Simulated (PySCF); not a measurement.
Gas-phase reaction: 3 SnH₄ + 4 C₃H₄ (cyclic) + 4 H₂ → 3 Sn(CH₃)₄, at 600 K and a standard pressure of 1 bar. Level: ωB97M-V/def2-TZVP†.

Computed with PySCF and rigid-rotor harmonic-oscillator thermochemistry at 1 bar. † marks an energy on the PBE0/def2-TZVP geometry and frequencies. All species are closed-shell singlets. Sn: scalar-relativistic def2 core potential, no spin-orbit coupling. The harmonic model lacks anharmonicity and excited electronic states, which grow with temperature; levels with a mode under 35 cm⁻¹ are left out. Internal rotation in Sn(CH₃)₄ is treated as a harmonic vibration of one conformer, which makes the entropy rough.

| species | E (Ha) | H(600 K) − E (kJ/mol) | S°(600 K) (J/mol/K) |
|---|---|---|---|
| SnH₄ | -216.59790 | 98.5 | 271.3 |
| C₃H₄ (cyclic) | -116.60365 | 180.4 | 290.7 |
| H₂ | -1.16074 | 43.9 | 150.8 |
| Sn(CH₃)₄ | -373.84979 | 468.2 | 547.5 |
E: electronic energy; H − E holds the zero-point and thermal terms. 1 Ha = 2625.5 kJ/mol.

### Question
Work out ΔH°, ΔS°, ΔG° and log10 K from these numbers.

### Answer
1. ΔE = 3×(-373.84979) − 3×(-216.59790) − 4×(-116.60365) − 4×(-1.16074) = -0.69811 Ha = -1832.9 kJ.
2. Δ(H − E) = 3×(468.2) − 3×(98.5) − 4×(180.4) − 4×(43.9) = 211.9 kJ, so ΔH° = -1621.0 kJ.
3. ΔS° = 3×(547.5) − 3×(271.3) − 4×(290.7) − 4×(150.8) = -937.4 J/K; the number of gas molecules changes by -8.
4. ΔG° = ΔH° − TΔS° = -1621.0 − 600×(-937.4)/1000 = -1058.6 kJ.
5. log10 K = −ΔG°/(RT ln 10) = 92.13, with RT ln 10 = 11.49 kJ/mol; at standard pressures the products are favoured.
6. A shift of 10 kJ in ΔE would move log10 K by 0.87 here.
For scale, ΔH°(298 K) is -1624 kJ at this level, -1642 kJ at ωB97X-V/def2-TZVP†, and runs from -1727 to -1020 kJ over the 16 levels computed.
